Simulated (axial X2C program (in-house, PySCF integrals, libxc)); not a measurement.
Potential curves of CuIn, two-component

All values were computed with an axial X2C code built on PySCF integrals. Two-component (2c) means X2C with spin–orbit coupling and atomic mean-field two-electron Coulomb and Gaunt terms. Basis: In dyall-cv3z [11s12p9d4f1g], Cu dyall-cv3z [9s9p6d3f2g] (cores contracted in-house); Gaussian nuclei, density fitting, unrestricted open shells. Masses: In 114.904 u, Cu 62.930 u.

State: Ω = 0 (closed shell). Energies in kJ/mol from the fragments at the same level (In + Cu). Fits are polynomials in 1 − R0/R over 0.85 to 1.23 times the lowest point R0.

```json
{"R (Å)": "2.2272", "MP2": "-130.68"}
{"R (Å)": "2.3296", "MP2": "-154.13"}
{"R (Å)": "2.4064", "MP2": "-163.28"}
{"R (Å)": "2.4832", "MP2": "-167.24"}
{"R (Å)": "2.5600", "MP2": "-167.37"}
{"R (Å)": "2.6496", "MP2": "-163.99"}
{"R (Å)": "2.7392", "MP2": "-157.91"}
{"R (Å)": "2.8544", "MP2": "-147.48"}
{"R (Å)": "2.9952", "MP2": "-132.35"}
{"R (Å)": "3.2000", "MP2": "-108.34"}
```

Correlated methods: 14 electrons correlated (number of frozen shells: In 4 s, 3 p, 2 d; Cu 3 s, 2 p), 310 virtual spin orbitals or spinors in MP2.

One determinant describes the state; a PBE0 search over occupations chose it and may have missed a lower one. Closed shells are restricted here (equal orbitals for both partners); the stretched side of such a curve lies too high. De is counted from the lowest determinant-based energies of the atoms at the same level, without counterpoise correction. With the outer-core shells frozen, correlated bond lengths of heavy atoms tend to come out a few hundredths of an ångström too long. MP2 and coupled cluster on one determinant become unreliable at the stretched end.

Fit the MP2 curve near its minimum: give the equilibrium distance, the harmonic wavenumber and the well depth.

At MP2, 2c: Re = 2.524 Å, ωe ≈ 196 cm⁻¹, De = 1.74 eV to In + Cu; Be follows as 0.0651 cm⁻¹.
